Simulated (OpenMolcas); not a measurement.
Systems:
- [V(NH3)3]3+, a model complex in vacuum: trigonal planar, V–NH3 1.91 Å; shape imposed, not necessarily the one it adopts

Coordinates (Å) for ANO-RCC-VDZP on V, N and ANO-RCC-VDZ on H:

```xyz
13

V      0.0000     0.0000     0.0000
N      1.9050     0.0000     0.0000
H      2.3035     0.0000     0.9389
H      2.3035    -0.8131    -0.4695
H      2.3035     0.8131    -0.4694
N     -0.9525     1.6498     0.0000
H     -1.1518     1.9949     0.9389
H     -0.4476     2.4015    -0.4695
H     -1.8560     1.5884    -0.4694
N     -0.9525    -1.6498     0.0000
H     -1.1518    -1.9949     0.9389
H     -1.8560    -1.5884    -0.4695
H     -0.4476    -2.4015    -0.4694
```

Method: state-averaged CASSCF on the open d shell with SC-NEVPT2, ANO basis sets as named, scalar-relativistic DKH2 or scalar-relativistic X2C, RICD, in OpenMolcas. State energies are spin-free and vertical. Orbital splittings and repulsion parameters are fits to the integrals of the highest spin's CASSCF orbitals. J levels and χT include spin-orbit coupling (RASSI on CASSCF energies). Times are rough, from shared cores.

| case | ground state | first state of the same spin (cm⁻¹) | first state of another spin (cm⁻¹) | Racah B (cm⁻¹) | χT at 300 K (cm³ K/mol) | basis functions | relative time |
|---|---|---|---|---|---|---|---|
| ANO-RCC-VDZP on V, N and ANO-RCC-VDZ on H | triplet (non-degenerate) | triplet (2-fold) 4900 | singlet (2-fold) 10010 | 890 | 0.97 | 94 | 3 |
| ANO-RCC-MB | triplet (non-degenerate) | triplet (2-fold) 6220 | singlet (2-fold) 10360 | 750 | 1.00 | 42 | 1 |
| ANO-RCC-VDZ | triplet (non-degenerate) | triplet (2-fold) 4350 | singlet (2-fold) 10240 | 898 | 0.97 | 72 | 2 |
| ANO-R1 | triplet (non-degenerate) | triplet (2-fold) 4600 | singlet (2-fold) 10030 | 883 | 0.97 | 123 | 5 |

No ligand orbital and no second metal shell is active in the minimal space. All energies are vertical, at one fixed geometry that need not be a minimum. Gaps under about 300 cm⁻¹ between spin-free states are not resolved by the perturbation step.
